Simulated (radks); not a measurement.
Values are calculated unless marked as measured or tabulated.
Initial-state core-level shifts of the erbium ion Er3+ when its valence configuration changes from [Xe] 4f11. Code: a radial shooting solver on a logarithmic mesh with Libxc functionals. Model: Dirac Kohn-Sham, PBE, spin-unpolarised, spherical densities, point nucleus; open shells fill j = l - 1/2 first. Shifts are changes of the shell-averaged eigenvalues in eV (positive: less bound).

| valence | 2s | 3s | 4p | 5s |
|---|---|---|---|---|
| 4f9 6s2 | -25.014 | -27.103 | -25.262 | -15.082 |
| 4f10 6s1 | -11.804 | -12.763 | -12.030 | -7.399 |
| 4f9 5d2 | -17.493 | -19.795 | -18.024 | -8.365 |
| 4f9 5d0.5 6s1.5 | -23.071 | -25.221 | -23.402 | -13.379 |
| 4f10.5 5d0.5 | -4.045 | -4.549 | -4.225 | -2.077 |
| 4f7 5d2.5 6s1.5 | -44.116 | -49.271 | -44.224 | -21.929 |
| 4f10 5d1 | -8.319 | -9.376 | -8.652 | -4.171 |
| 4f8 5d1.5 6s1.5 | -33.260 | -36.832 | -33.584 | -17.681 |
| 4f10.5 6s0.5 | -5.712 | -6.169 | -5.847 | -3.653 |
